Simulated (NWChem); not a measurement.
Program: NWChem. System: HCl₂Ge, charge 0, spin multiplicity 2, at a geometry optimised with UPBE0/def2-SVP. The structure started from a generated list of species. Its SCF solution wasn't tested for a lower state. Level: UMP2/def2-TZVP, 19 core orbitals frozen.

Job file:

```
start mol
memory heap 200 mb stack 900 mb global 1100 mb
geometry units angstroms nocenter noautoz
  Cl    -0.550560    -0.319141     1.753949
  Ge     0.525494     0.350853     0.000000
  Cl    -0.550560    -0.319141    -1.753949
  H      1.903258    -0.376504     0.000000
  symmetry group Cs
end
basis spherical
  * library def2-tzvp
end
scf
  uhf
  nopen 1
  maxiter 100
  thresh 1e-7
  semidirect memsize 60000000 filesize 0
  # guess.movecs holds the orbitals of an unrestricted PBE0 run
  vectors input guess.movecs output mol.movecs
end
mp2
  freeze core 19
end
task mp2 energy
```

Output (cleaned and shortened):

```
             Northwest Computational Chemistry Package (NWChem) 7.3.0
             --------------------------------------------------------

                                NWChem Input Module
                                -------------------

 Scaling coordinates for geometry "geometry" by  1.889725989
 (inverse scale =  0.529177249)

 Turning off AUTOSYM since
 SYMMETRY directive was detected!

                             Geometry "geometry" -> ""
                             -------------------------

 Output coordinates in angstroms (scale by  1.889725989 to convert to a.u.)

  No.       Tag          Charge          X              Y              Z
 ---- ---------------- ---------- -------------- -------------- --------------
    1 Cl                  17.0000    -0.55056000    -0.31914100     1.75394900
    2 Ge                  32.0000     0.52549400     0.35085300     0.00000000
    3 Cl                  17.0000    -0.55056000    -0.31914100    -1.75394900
    4 H                    1.0000     1.90325800    -0.37650400     0.00000000

 Effective nuclear repulsion energy (a.u.)     326.4790443289

            Nuclear Dipole moment (a.u.)
            ----------------------------
        X                 Y               Z
 ---------------- ---------------- ----------------
     0.0000491329    -0.0000037795     0.0000000000

      Symmetry information
      --------------------

 Group name             Cs
 Group number              2
 Group order               2
 No. of unique centers     3

      Symmetry unique atoms

     1    2    4


 Summary of "ao basis" -> "" (spherical)
 ------------------------------------------------------------------------------
       Tag                 Description            Shells   Functions and Types
 ---------------- ------------------------------  ------  ---------------------
 *                         def2-tzvp                  on all atoms

 Summary of "ao basis" -> "ao basis" (spherical)
 ------------------------------------------------------------------------------
       Tag                 Description            Shells   Functions and Types
 ---------------- ------------------------------  ------  ---------------------
 Cl                        def2-tzvp                13       37   5s5p2d1f
 Ge                        def2-tzvp                16       48   6s5p4d1f
 H                         def2-tzvp                 4        6   3s1p

                                 NWChem SCF Module
                                 -----------------

  ao basis        = "ao basis"
  functions       =   128
  atoms           =     4
  alpha electrons =    34
  beta  electrons =    33
  charge          =   0.00
  wavefunction    = UHF
  use symmetry    = T
  symmetry adapt  = T

 Summary of "ao basis" -> "ao basis" (spherical)
 ------------------------------------------------------------------------------
       Tag                 Description            Shells   Functions and Types
 ---------------- ------------------------------  ------  ---------------------
 Cl                        def2-tzvp                13       37   5s5p2d1f
 Ge                        def2-tzvp                16       48   6s5p4d1f
 H                         def2-tzvp                 4        6   3s1p

      Symmetry analysis of basis
      --------------------------

        a'         74
        a"         54

 Forming initial guess at       0.1s

   Symmetry analysis of molecular orbitals - initial alpha
   -------------------------------------------------------

  Numbering of irreducible representations:

     1 a'          2 a"

  Orbital symmetries:

     1 a'          2 a'          3 a"          4 a'          5 a'
     6 a"          7 a'          8 a'          9 a"         10 a"
    11 a'         12 a"         13 a'         14 a"         15 a'
    16 a'         17 a'         18 a"         19 a'         20 a"
    21 a'         22 a'         23 a'         24 a"         25 a'
    26 a"         27 a'         28 a'         29 a"         30 a'
    31 a"         32 a'         33 a"         34 a'         35 a'
    36 a"         37 a'         38 a'         39 a'         40 a"
    41 a'         42 a"         43 a'         44 a"

   Symmetry analysis of molecular orbitals - initial beta
   ------------------------------------------------------

  Numbering of irreducible representations:

     1 a'          2 a"

  Orbital symmetries:

     1 a'          2 a'          3 a"          4 a'          5 a"
     6 a'          7 a'          8 a'          9 a"         10 a"
    11 a'         12 a"         13 a'         14 a"         15 a'
    16 a'         17 a"         18 a'         19 a'         20 a"
    21 a'         22 a'         23 a"         24 a'         25 a'
    26 a"         27 a'         28 a"         29 a'         30 a'
    31 a"         32 a'         33 a"         34 a'         35 a'
    36 a"         37 a'         38 a'         39 a'         40 a"
    41 a'         42 a"         43 a'         44 a"

 Starting SCF solution at       0.1s

 ----------------------------------------------
         Quadratically convergent UHF

 Convergence threshold     :          1.000E-07
 Maximum no. of iterations :          100
 Integral*density screening:          1.000E-09
 ----------------------------------------------

              iter       energy          gnorm     gmax       time
             ----- ------------------- --------- --------- --------
                 1    -2995.0063429935  1.02D+00  2.58D-01      3.4
                 2    -2995.0339433940  1.74D-01  3.87D-02      3.7
                 3    -2995.0364635471  1.30D-02  4.49D-03      4.5
[...]
 Vector   33  Occ=1.000000D+00  E=-4.599854D-01  Symmetry=a'
              MO Center= -3.4D-02, -2.6D-01, -8.7D-13, r^2= 4.4D+00
   Bfn.  Coefficient  Atom+Function         Bfn.  Coefficient  Atom+Function
  ----- ------------  ---------------      ----- ------------  ---------------
    15      0.339362  1 Cl px               100      0.339362  3 Cl px
    18      0.229937  1 Cl px               103      0.229937  3 Cl px
    53     -0.168725  2 Ge px               124     -0.159525  4 H  s
    12      0.156843  1 Cl px                97      0.156843  3 Cl px

 Vector   34  Occ=0.000000D+00  E=-3.864536D-03  Symmetry=a'
              MO Center=  5.2D-01,  6.9D-01,  2.0D-14, r^2= 3.4D+00
   Bfn.  Coefficient  Atom+Function         Bfn.  Coefficient  Atom+Function
  ----- ------------  ---------------      ----- ------------  ---------------
    43      0.744016  2 Ge s                 57      0.481014  2 Ge py
   125     -0.268140  4 H  s                 42      0.242595  2 Ge s
    54      0.235958  2 Ge py                19     -0.199648  1 Cl py
   104     -0.199648  3 Cl py                41     -0.159794  2 Ge s

 Vector   35  Occ=0.000000D+00  E= 1.188908D-01  Symmetry=a'
              MO Center=  4.7D-01, -1.6D-02,  3.7D-13, r^2= 5.0D+00
   Bfn.  Coefficient  Atom+Function         Bfn.  Coefficient  Atom+Function
  ----- ------------  ---------------      ----- ------------  ---------------
    43      1.080596  2 Ge s                 57     -0.790769  2 Ge py
   125     -0.586188  4 H  s                 56     -0.500479  2 Ge px
     5     -0.470049  1 Cl s                 90     -0.470049  3 Cl s
    20      0.463622  1 Cl pz               105     -0.463622  3 Cl pz
    42      0.334352  2 Ge s                 41     -0.185610  2 Ge s

 Vector   36  Occ=0.000000D+00  E= 1.294743D-01  Symmetry=a"
              MO Center=  7.1D-01,  3.3D-01, -7.6D-14, r^2= 5.0D+00
   Bfn.  Coefficient  Atom+Function         Bfn.  Coefficient  Atom+Function
  ----- ------------  ---------------      ----- ------------  ---------------
    58      1.364445  2 Ge pz                 5     -0.604576  1 Cl s
    90      0.604576  3 Cl s                 18     -0.343266  1 Cl px
   103      0.343266  3 Cl px                20      0.257546  1 Cl pz
   105      0.257546  3 Cl pz                55      0.247401  2 Ge pz
    19     -0.191102  1 Cl py               104      0.191102  3 Cl py

 center of mass
 --------------
 x =   0.02946452 y =   0.04221575 z =   0.00000000

 moments of inertia (a.u.)
 ------------------
         826.506252546763         -89.794077474348           0.000000000000
         -89.794077474348         929.833015972344           0.000000000000
           0.000000000000           0.000000000000         219.696433508465

  Mulliken analysis of the total density
  --------------------------------------

    Atom       Charge   Shell Charges
 -----------   ------   -------------------------------------------------------
    1 Cl  17    17.37   2.01  0.45  1.52  1.09  0.88  4.18  1.69  1.06  2.89  1.56  0.01  0.03  0.00
    2 Ge  32    31.31   2.00  2.00  1.16  0.80  0.85  0.49  5.98  4.42  1.57  1.17  0.55  8.93  1.08  0.10  0.15  0.05
    3 Cl  17    17.37   2.01  0.45  1.52  1.09  0.88  4.18  1.69  1.06  2.89  1.56  0.01  0.03  0.00
    4 H    1     0.96   0.22  0.56  0.16  0.01

  Mulliken analysis of the alpha density
  --------------------------------------

    Atom       Charge   Shell Charges
 -----------   ------   -------------------------------------------------------
    1 Cl  17     8.72   1.01  0.22  0.76  0.55  0.44  2.09  0.84  0.54  1.47  0.78  0.00  0.01  0.00
    2 Ge  32    16.02   1.00  1.00  0.58  0.39  0.49  0.30  2.99  2.22  0.78  0.72  0.38  4.46  0.55  0.06  0.08  0.02
    3 Cl  17     8.72   1.01  0.22  0.76  0.55  0.44  2.09  0.84  0.54  1.47  0.78  0.00  0.01  0.00
    4 H    1     0.54   0.12  0.32  0.10  0.00

   Mulliken analysis of the beta density
   -------------------------------------

    Atom       Charge   Shell Charges
 -----------   ------   -------------------------------------------------------
    1 Cl  17     8.65   1.01  0.22  0.76  0.54  0.44  2.09  0.85  0.52  1.42  0.79  0.00  0.01  0.00
    2 Ge  32    15.29   1.00  1.00  0.58  0.40  0.36  0.19  2.99  2.20  0.79  0.44  0.17  4.47  0.54  0.05  0.07  0.02
    3 Cl  17     8.65   1.01  0.22  0.76  0.54  0.44  2.09  0.85  0.52  1.42  0.79  0.00  0.01  0.00
    4 H    1     0.41   0.10  0.24  0.07  0.00

   Mulliken analysis of the spin density
   -------------------------------------

    Atom       Charge   Shell Charges
 -----------   ------   -------------------------------------------------------
    1 Cl  17     0.07   0.00  0.00 -0.00  0.00 -0.00  0.00 -0.00  0.02  0.05 -0.01  0.00 -0.00  0.00
    2 Ge  32     0.73   0.00  0.00  0.01 -0.01  0.12  0.11  0.00  0.01 -0.01  0.28  0.21 -0.01  0.01  0.01  0.01  0.00
    3 Cl  17     0.07   0.00  0.00 -0.00  0.00 -0.00  0.00 -0.00  0.02  0.05 -0.01  0.00 -0.00  0.00
    4 H    1     0.13   0.03  0.08  0.03  0.00

       Multipole analysis of the density wrt the origin
       ------------------------------------------------

     L   x y z        total         alpha         beta         nuclear
     -   - - -        -----         -----         ----         -------
     0   0 0 0     -0.000000    -34.000000    -33.000000     67.000000

     1   1 0 0      0.718487     -0.142000      0.860438      0.000049
     1   0 1 0      0.443136     -0.517482      0.960622     -0.000004
     1   0 0 1      0.000000      0.000000     -0.000000      0.000000

     2   2 0 0    -31.619027    -58.305446    -54.608688     81.295107
     2   1 1 0      0.297985    -20.540219    -19.005252     39.843456
     2   1 0 1      0.000000      0.000000      0.000000      0.000000
     2   0 2 0    -31.833303    -32.356458    -26.416308     26.939463
     2   0 1 1      0.000000      0.000000      0.000000      0.000000
     2   0 0 2    -35.280532   -205.978896   -202.818755    373.517119

                   NWChem MP2 Semi-direct Energy/Gradient Module
                   ---------------------------------------------

  Basis functions       =    128
  Molecular orbitals    =    128
  Frozen core           =     19
  Frozen virtuals       =      0
  Active alpha occupied =     15
  Active beta occupied  =     14
  Active alpha virtual  =     94
  Active beta virtual   =     95
  Use MO symmetry       = T
  Use skeleton AO sym   = T

  AO/Fock/Back tols     =   1.0D-09  1.0D-09  1.0D-09

 GA uses MA = F    GA memory limited = T

 Available:
  local mem=  1.26D+08
 global mem=  1.44D+08
 local disk=  0.00D+00
  mp2_memr nvloc                    94
  nvloc new                    94
   1 passes of  15:        5242880                     103895                  37368543.
   1 passes of  15: M    126143125           G      144146432           F     120900245.

 Semi-direct pass number   1 of   1  for UHF alpha       at       10.7s
  vrange nnbf                  7789
  mp2_eaftype                   142  avail_ma_in_mb                  1099
 EAF : mp2_eaftype filesize         142   18684272.
  mp2_eaf for mointskh                    142
Node 0 wrote     87.9 Mb in      0.0 s     Agg I/O rate:  2533.4 Mb/s
 Done moints_semi at       28.7s
  mp2_eaftype                   142  avail_ma_in_mb                   957
 EAF : mp2_eaftype filesize         142   18684272.
  mp2_eaf for kh                   142
 Done maket at       29.2s
 Done multipass loop at       29.2s

 GA uses MA = F    GA memory limited = T

 Available:
  local mem=  1.26D+08
 global mem=  1.44D+08
 local disk=  0.00D+00
  mp2_memr nvloc                    95
  nvloc new                    95
   1 passes of  14:        5242880                      99896                  35249935.
   1 passes of  14: M    126143125           G      144146432           F     120900245.

 Semi-direct pass number   1 of   1  for UHF beta        at       29.3s
  vrange nnbf                  7789
  mp2_eaftype                   134  avail_ma_in_mb                  1099
 EAF : mp2_eaftype filesize         134   17624968.
  mp2_eaf for mointskh                    134
Node 0 wrote     82.9 Mb in      0.0 s     Agg I/O rate:  2528.4 Mb/s
 Done moints_semi at       40.7s
  mp2_eaftype                   134  avail_ma_in_mb                   965
 EAF : mp2_eaftype filesize         134   17624968.
  mp2_eaf for kh                   134
 Done maket at       41.1s
 Done multipass loop at       41.1s

          -------------------------------------------
          SCF energy               -2995.036562911576
          Correlation energy          -0.593566071636
          Singlet pairs                0.000000000000
          Triplet pairs                0.000000000000
          Total MP2 energy         -2995.630128983212
          -------------------------------------------

          ---------------------------------------------------
                    Spin Component Scaled (SCS) MP2
          Same spin pairs                     -0.164276818319
          Same spin scaling factor             0.333333333333
          Opposite spin pairs                 -0.429289253317
          Opposite spin scaling fact.          1.200000000000
          SCS-MP2 correlation energy          -0.569906043420
          Total SCS-MP2 energy             -2995.606468954996
          ---------------------------------------------------

 -----------------------
 Performance information
 -----------------------

 Timer overhead =  2.32D-07 seconds/call

               Nr. of calls         CPU time (s)                 Wall time (s)                GFlops
             ---------------    -------------------     ------------------------------   -------------------
Name         Min   Avg   Max    Min     Avg     Max     Min     Avg     Max   Mx/calls   Min     Max     Sum
mp2: moin     2     2     2    29.     29.     29.      29.     29.     29.     15.      0.0     0.0     0.0
mp2: make     2     2     2   0.86    0.86    0.86     0.86    0.86    0.86    0.43      0.0     0.0     0.0
mp2: tota     1     1     1    31.     31.     31.      31.     31.     31.     31.      0.0     0.0     0.0

 The average no. of pstat calls per process was 5.00D+00
 with a timing overhead of 1.16D-06s

 Task  times  cpu:       41.1s     wall:       41.1s

 Total times  cpu:       41.1s     wall:       41.1s
```
